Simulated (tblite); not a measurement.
A structure optimised at GFN2-xTB (Å):
```
atom  x, y, z in Å
C1     2.8947   -0.1030   -0.5850
C2     1.7052   -0.2461   -1.1391
C3     0.5850   -1.0237   -0.5416
P4    -0.6923    0.1567    0.0617
C5    -0.1303    0.8627    1.5108
C6    -2.1281   -0.9000    0.4581
P7    -1.3721    1.0211   -1.9293
H8     3.1423   -0.5798    0.3490
H9     3.6677    0.4929   -1.0392
H10    1.4726    0.2415   -2.0804
H11    0.9144   -1.6082    0.3200
H12    0.1159   -1.6709   -1.2893
H13    0.8153    1.3812    1.3766
H14   -0.8797    1.4967    1.9775
H15   -1.7991   -1.6703    1.1535
H16   -2.5376   -1.3470   -0.4472
H17   -2.8897   -0.2901    0.9413
H18   -2.3944    1.7015   -1.2734
H19   -0.4995    2.0941   -1.7859
```

Charge 0, singlet.

(1) Read off the bonds between heavy atoms and their formal orders.

(2) Which species is it?

(3) Name the point group.

(4) Classify the heavy atoms.

(5) What is the arrangement about C1?

(6) What is the arrangement about P4?

Results:

(1) C1–C2 1.32 Å (double); C2–C3 1.49 Å (single); C3–P4 1.84 Å (single); P4–C5 1.71 Å (double); P4–C6 1.83 Å (single); P4–P7 2.27 Å (single). Bonds to hydrogen (Å): C1–H8 1.08; C1–H9 1.08; C2–H10 1.09; C3–H11 1.09; C3–H12 1.09; C5–H13 1.09; C5–H14 1.09; C6–H15 1.09; C6–H16 1.09; C6–H17 1.09; P7–H18 1.39; P7–H19 1.39. The orders are those of one drawing; other resonance forms can be drawn.

(2) `C=CC[P@](=C)(C)P`, C5H12P2.

(3) C1 (no symmetry element, even within 0.4 Å).

(4) C1: terminal =CH2 carbon; C2: alkene CH carbon; C3: sp3 carbon bound to phosphorus; P4: phosphorus bonded to 3 C and P; C5: carbon bonded to P and 2 H; C6: sp3 carbon bound to phosphorus; P7: three-coordinate phosphorus.

(5) It has 3 neighbours (C2, H8, H9) and is planar (angles 122.0°, 121.5° and 116.5°, sum 360.0°, 0.00 Å off the plane of its three neighbours).

(6) It has 4 neighbours (C3, C5, C6, P7) and has angles from 99.4° to 133.2°.

The numbers are calculated, not measured.
